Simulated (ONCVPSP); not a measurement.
What one change does to a pseudopotential (Ne, ONCV)

neon (Ne), optimised norm-conserving Vanderbilt (ONCV), made with ONCVPSP 4.0.1 (LDA (Perdew-Wang 92), scalar-relativistic). Core [He], reference 2s2 2p4.5 (charge +1.5). Waves: 2s: rc 0.55 bohr, ncon 5, nbas 9, qcut 11.5 1/bohr, 2 projectors, debl 1.5 Ha; 2p: rc 1.40 bohr, ncon 4, nbas 7, qcut 8.2 1/bohr, 1 projector. Local part: polynomial inside 0.50 bohr (lpopt 5, dvloc0 0 Ha). Core correction: none.

In the s channel the program set the typed energies aside and used -2.430, 0.250 Ha.

Change: p: rc 1.98.

Cutoffs: the cutoffs (Ha) at which the residual kinetic energy of the hardest occupied pseudo-wave falls to 1 and 0.1 mHa per electron; they do not see the model core or the augmentation charge, which bear on the density cutoff. Errors are all-electron minus pseudo energies relative to the spin-unpolarised reference configuration.

Predict the effect on cutoff, ghosts and configuration errors.

The potential gets neither clearly harder nor softer (104 Ha and 635 Ha → 104 Ha and 635 Ha); the s channel sets the loose cutoff, while the largest relative change is in p, which becomes softer; of the 4 tests that both files solve, the error grows in 4 and shrinks in 0 by more than 15 % and 0.3 meV (median size 77.0 → 250.9 meV); neither file shows a bound ghost. More of the atom is replaced by a form fitted at one configuration, so other configurations suffer.

| quantity | base | changed |
| --- | --- | --- |
| cutoff, loose | 104 Ha | 104 Ha |
| cutoff, tight | 635 Ha | 635 Ha |
| loose cutoff by channel | s 104 Ha, p 31 Ha | s 104 Ha, p 23 Ha |
| bound ghosts | none | none |
| GHOST(+) flags under 300 eV | none | none |
| error for 2s2 2p6, meV [ΔE -41.55 eV] | +160 | +601 |
| error for 2s2 2p5, meV [ΔE -18.89 eV] | +34 | +109 |
| error for 2s2 2p4, meV [ΔE 24.52 eV] | +54 | +156 |
| error for 2s2 2p5.5, meV [ΔE -32.58 eV] | +100 | +346 |
| s: phases at 0.56 bohr within 0.05 rad from the reference energy up to (Ha; the scan ends near 5) | to the end of the scan | to the end of the scan |
